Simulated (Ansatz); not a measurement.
C3H10OSi can be A, `CO[SiH](C)C`, or B, `COC[SiH2]C`.

Computed with Ansatz on PBE0-D4/def2-TZVP structures; ΔE is electronic, products minus reactants. CCSD(T)/CBS is the MP2 limit (def2-TZVPP, def2-QZVPP) plus CCSD(T) − MP2 in def2-TZVPP, frozen cores. DFT in def2-TZVPP. B3LYP here is the variant with VWN-RPA as its local correlation; programs differ in this. Each species was taken in one conformer, which may not be the lowest.

Problem. Which is lower in electronic energy at CCSD(T)/CBS, and by how much? (An estimate is asked.)

Solution. Ansatz gave: A, by 48.6 kcal/mol.

Problem. Give E(B) − E(A) in kcal/mol with B3LYP, ωB97M-V, MP2/def2-TZVPP, B2PLYP, r2SCAN-D4, LDA (SPW92), PBE0-D4. (An estimate is asked.)

Solution. Ansatz gave: B3LYP 47.3, ωB97M-V 47.9, MP2/def2-TZVPP 49.8, B2PLYP 48.4, r2SCAN-D4 48.0, LDA (SPW92) 44.3, PBE0-D4 46.3. None reverses the order clearly.

Problem. Does the order hold for the free energy at 298.15 K (harmonic terms from PBE0-D4)? (Estimate.)

Solution. Computed: Yes: G(B) − G(A) = +48.0 kcal/mol, for one conformer each. Modes under 60 cm⁻¹, often nearly free rotors, make the harmonic entropy too high.

Largest T1 diagnostic: 0.011.

At CCSD(T), def2-SVP lies −6.1 kcal/mol from the extrapolated value and def2-TZVPP −0.9 kcal/mol. Leaving LDA and LC-ωPBE aside and taking each functional with its dispersion term where it has one, the values, not all of them listed here, spread over 5.1 kcal/mol, from revPBE-D4 to BHLYP-D4.
